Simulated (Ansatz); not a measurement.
B₂H₅NO₂Si (`BO[Si]1(O)BN1`), charge 0, multiplicity 1.

Question: Give a relaxed structure at PBE0-D4/def2-TZVP (Ansatz 0.2.0). (An estimate is asked.)

Answer: Ansatz gave: 
Z-matrix (Å, degrees):
```
Si
O 1 1.660
B 1 1.893 2 124.2
O 1 1.632 2 108.0 3 176.6
N 1 1.719 2 113.7 3 -51.1
B 2 1.343 1 133.2 3 -167.8
H 3 1.188 1 165.4 2 91.5
H 4 0.961 1 116.5 2 -2.6
H 5 1.012 1 152.2 2 -65.4
H 6 1.210 2 120.6 1 -0.7
H 6 1.197 2 118.8 1 179.3
```
This is one stationary point; other conformers may exist.
